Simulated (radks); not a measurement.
Results of a calculation; reference values are marked as such.
Species: Ce II. Configuration: [Xe] 4f1 5d2 (the NIST ground configuration). Code: a radial shooting solver on a logarithmic mesh with Libxc functionals. Model: Dirac Kohn-Sham, RPBE, spin-unpolarised, spherical densities, finite nucleus; open shells fill j = l - 1/2 first; Fermi nuclear charge, rms radius 4.8771 fm.

Normalised radial functions P(r) = r R(r) (large component), r in bohr:

r	5p3/2	5d3/2	5d5/2
0.00211	0.0019	0.0000	0.0000
0.002859	0.0033	0.0000	0.0000
0.003844	0.0058	0.0001	0.0000
0.005168	0.0099	0.0002	0.0001
0.006949	0.0167	0.0003	0.0003
0.009342	0.0278	0.0007	0.0006
0.01256	0.0451	0.0016	0.0013
0.01689	0.0706	0.0034	0.0029
0.02289	0.1065	0.0073	0.0064
0.03077	0.1485	0.0149	0.0134
0.04137	0.1876	0.0291	0.0267
0.05562	0.2027	0.0533	0.0498
0.07478	0.1630	0.0901	0.0854
0.1005	0.0442	0.1358	0.1306
0.1352	-0.1352	0.1741	0.1698
0.1832	-0.2823	0.1712	0.1703
0.2463	-0.2424	0.0907	0.0950
0.3311	0.0338	-0.0673	-0.0583
0.4452	0.3655	-0.2308	-0.2218
0.5986	0.4143	-0.2752	-0.2730
0.8048	0.0289	-0.1204	-0.1292
1.082	-0.5304	0.1791	0.1619
1.466	-0.8561	0.4817	0.4637
1.971	-0.7619	0.6319	0.6209
2.651	-0.4437	0.5995	0.5987
3.564	-0.1706	0.4481	0.4553
4.791	-0.0409	0.2676	0.2775
6.442	-0.0054	0.1206	0.1281
8.661	-0.0003	0.0347	0.0380

5p3/2: eigenvalue -26.254 eV, 3 radial nodes at r = 0.109, 0.322, 0.817 bohr, <r> = 1.80 bohr, 90 % of the charge inside 2.62 bohr. 5d3/2: eigenvalue -7.194 eV, 2 radial nodes at r = 0.295, 0.915 bohr, <r> = 2.83 bohr, 90 % of the charge inside 4.47 bohr. 5d5/2 (empty): eigenvalue -6.989 eV, 2 radial nodes at r = 0.299, 0.928 bohr, <r> = 2.89 bohr, 90 % of the charge inside 4.57 bohr.
